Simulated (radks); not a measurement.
Isoelectronic series with 7 electrons, each ion in its NIST ground configuration. Method: non-relativistic Kohn-Sham, r2SCAN, spin-polarised, spherical densities, point nucleus; open shells are filled with parallel spins first; meta-GGA in the generalised Kohn-Sham scheme; computed with a radial shooting solver on a logarithmic mesh with Libxc functionals. Total energies (hartree) and mean radii <r> (bohr) (* marks an orbital that is empty in some or all of the ions):

ion	configuration	E (hartree)	2p down*	2p up	2s down	2s up
N	[He] 2s2 2p3	-54.58403	1.632	1.414	1.383	1.299
O+	[He] 2s2 2p3	-74.55949	1.184	1.077	1.123	1.068
F2+	[He] 2s2 2p3	-97.79862	0.9420	0.8766	0.9442	0.9055
Ne3+	[He] 2s2 2p3	-124.29559	0.7857	0.7415	0.8145	0.7860
Mg5+	[He] 2s2 2p3	-187.05304	0.5929	0.5685	0.6393	0.6220
Al6+	[He] 2s2 2p3	-223.31095	0.5287	0.5096	0.5774	0.5634
Si7+	[He] 2s2 2p3	-262.82069	0.4773	0.4618	0.5264	0.5148
P8+	[He] 2s2 2p3	-305.58183	0.4351	0.4224	0.4838	0.4740
S9+	[He] 2s2 2p3	-351.59405	0.3998	0.3892	0.4475	0.4392
Cl10+	[He] 2s2 2p3	-400.85713	0.3699	0.3608	0.4163	0.4092
Ar11+	[He] 2s2 2p3	-453.37091	0.3442	0.3364	0.3892	0.3830
K12+	[He] 2s2 2p3	-509.13526	0.3219	0.3150	0.3655	0.3600
Ca13+	[He] 2s2 2p3	-568.15007	0.3023	0.2963	0.3444	0.3396
Sc14+	[He] 2s2 2p3	-630.41529	0.2849	0.2796	0.3257	0.3213
Ti15+	[He] 2s2 2p3	-695.93084	0.2695	0.2647	0.3089	0.3050
V16+	[He] 2s2 2p3	-764.69667	0.2556	0.2514	0.2937	0.2902
Cr17+	[He] 2s2 2p3	-836.71275	0.2431	0.2393	0.2800	0.2768
Mn18+	[He] 2s2 2p3	-911.97904	0.2318	0.2283	0.2675	0.2646
Fe19+	[He] 2s2 2p3	-990.49552	0.2215	0.2183	0.2561	0.2534
Co20+	[He] 2s2 2p3	-1072.26216	0.2121	0.2092	0.2456	0.2431
